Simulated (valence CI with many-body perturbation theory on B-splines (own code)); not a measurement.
Energy levels of Os²⁵⁺

Computed by relativistic CI+MBPT: five valence electrons over a frozen Dirac-Fock core [Kr] 4d10, a basis of 7 s, 7 p, 7 d, 7 f, 4 g, 2 h functions for each j, with the one-electron correlation potential Σ1 (screened to all orders), the two-electron term Σ2, the three-electron term Σ3, Breit, model QED; selected single and double excitations, second order for the rest, scaled by the run's own slope (own B-spline code, finite nucleus).

No measured levels were compared; by estimate terms of the open shell hold to a few per cent of their energy, and close levels can change places. Among the levels kept, up to 990 cm⁻¹ of a level comes from second order outside the variational space, and about a tenth of that is noise between levels of different J, which matters for small intervals. Only levels of the ground parity were solved; by the run's estimate the other parity begins above the list, which can be wrong where configurations are misplaced.

Levels 91 to 135 of 194, with energies above the lowest level, 4f5 6H°_5/2. "Leading %" is the weight of the configuration and term that name the level; weights of strongly mixed levels are sums over their largest components and can fall short. In the jj column 3d3/2^4 stands for four electrons in 3d with j = 3/2.

```
No.  Configuration  Term     J  E (cm⁻¹)  Leading %  Second component              Leading jj
 91            4f5   2L°  17/2    149500         79      15 % 4f5 4K°  4f5/2^2 4f7/2^3 (82 %)
 92            4f5   2D°   5/2    150570         49      31 % 4f5 2F°  4f5/2^2 4f7/2^3 (56 %)
 93            4f5   2M°  19/2    151490         63      18 % 4f5 4L°    4f5/2 4f7/2^4 (87 %)
 94            4f5   2H°   9/2    151850         41      17 % 4f5 2G°    4f5/2 4f7/2^4 (38 %)
 95            4f5   2H°  11/2    152640         37      27 % 4f5 4G°  4f5/2^2 4f7/2^3 (73 %)
 96            4f5   2P°   3/2    153410         23      23 % 4f5 4F°  4f5/2^3 4f7/2^2 (52 %)
 97            4f5   4H°  13/2    153410         49      41 % 4f5 4K°  4f5/2^2 4f7/2^3 (83 %)
 98            4f5   4H°   7/2    153820         43      26 % 4f5 4G°    4f5/2 4f7/2^4 (51 %)
 99            4f5   4K°  15/2    154070         77      10 % 4f5 2L°  4f5/2^2 4f7/2^3 (64 %)
100            4f5   4H°  11/2    154880         36      24 % 4f5 2H°  4f5/2^2 4f7/2^3 (38 %)
101            4f5   4G°   9/2    154940         31      31 % 4f5 2H°    4f5/2 4f7/2^4 (48 %)
102            4f5   2N°  21/2    155000         52      38 % 4f5 2O°    4f5/2 4f7/2^4 (82 %)
103            4f5   2I°  13/2    156170         24      20 % 4f5 4K°  4f5/2^3 4f7/2^2 (62 %)
104            4f5   2D°   5/2    157310         38      26 % 4f5 2F°  4f5/2^2 4f7/2^3 (44 %)
105            4f5   2H°  11/2    158110         35      17 % 4f5 4K°    4f5/2 4f7/2^4 (43 %)
106            4f5   4K°  17/2    158870         69      25 % 4f5 2L°  4f5/2^3 4f7/2^2 (39 %)
107            4f5   4F°   3/2    163340         31      25 % 4f5 4P°  4f5/2^3 4f7/2^2 (45 %)
108            4f5   2H°   9/2    163420         63      26 % 4f5 4H°  4f5/2^2 4f7/2^3 (74 %)
109            4f5   2F°   5/2    163930         23      20 % 4f5 4F°    4f5/2 4f7/2^4 (39 %)
110            4f5   2F°   7/2    164430         22      19 % 4f5 4H°  4f5/2^2 4f7/2^3 (34 %)
111            4f5   2I°  13/2    165320         59      19 % 4f5 2K°    4f5/2 4f7/2^4 (54 %)
112            4f5   2K°  15/2    166410         46      26 % 4f5 2L°    4f5/2 4f7/2^4 (40 %)
113            4f5   4H°   7/2    167880         27      26 % 4f5 4D°  4f5/2^2 4f7/2^3 (33 %)
114            4f5   2F°   7/2    168290         50      18 % 4f5 2G°  4f5/2^2 4f7/2^3 (43 %)
115            4f5   2I°  13/2    168430         62      28 % 4f5 2K°  4f5/2^2 4f7/2^3 (40 %)
116            4f5   4D°   1/2    168530         61      35 % 4f5 4P°  4f5/2^2 4f7/2^3 (66 %)
117            4f5   2D°   3/2    171010         33      30 % 4f5 2P°  4f5/2^2 4f7/2^3 (48 %)
118            4f5   2I°  11/2    172050         30      28 % 4f5 2H°  4f5/2^2 4f7/2^3 (49 %)
119            4f5   2G°   9/2    173210         39      37 % 4f5 2H°    4f5/2 4f7/2^4 (68 %)
120            4f5   4F°   5/2    174630         32      31 % 4f5 4P°  4f5/2^3 4f7/2^2 (40 %)
121            4f5   2K°  15/2    175290         58      25 % 4f5 2L°    4f5/2 4f7/2^4 (53 %)
122            4f5   2K°  15/2    175580         81       8 % 4f5 4I°  4f5/2^2 4f7/2^3 (49 %)
123            4f5   4H°   9/2    176200         53      19 % 4f5 2G°  4f5/2^3 4f7/2^2 (56 %)
124            4f5   4H°  11/2    177750         62      20 % 4f5 2I°  4f5/2^3 4f7/2^2 (44 %)
125            4f5   4H°  13/2    179230         62      28 % 4f5 2K°  4f5/2^2 4f7/2^3 (74 %)
126            4f5   4H°   7/2    180710         25      22 % 4f5 2F°  4f5/2^2 4f7/2^3 (39 %)
127            4f5   2F°   5/2    181380         59      13 % 4f5 2D°    4f5/2 4f7/2^4 (51 %)
128            4f5   2P°   1/2    181570         81      15 % 4f5 4D°  4f5/2^2 4f7/2^3 (82 %)
129            4f5   2F°   7/2    182040         34      31 % 4f5 4D°  4f5/2^2 4f7/2^3 (42 %)
130            4f5   2M°  17/2    184950         80      12 % 4f5 2L°  4f5/2^2 4f7/2^3 (62 %)
131            4f5   2H°   9/2    185070         36      33 % 4f5 2G°          4f7/2^5 (36 %)
132            4f5   2H°  11/2    185380         49      25 % 4f5 2I°  4f5/2^2 4f7/2^3 (37 %)
133            4f5   4F°   3/2    186660         36      30 % 4f5 4S°  4f5/2^2 4f7/2^3 (56 %)
134            4f5   2D°   3/2    187350         28      24 % 4f5 2P°  4f5/2^2 4f7/2^3 (46 %)
135            4f5   4F°   9/2    189260         46      31 % 4f5 2G°  4f5/2^2 4f7/2^3 (58 %)
```

Names give the largest LS component (configuration and term), which can be under half, so a name can repeat, a term be missing and a line seem to break the LS rules; names also repeat where a configuration has a term twice.

Where two levels of one J and parity lie close, their mixing, g and order are uncertain.
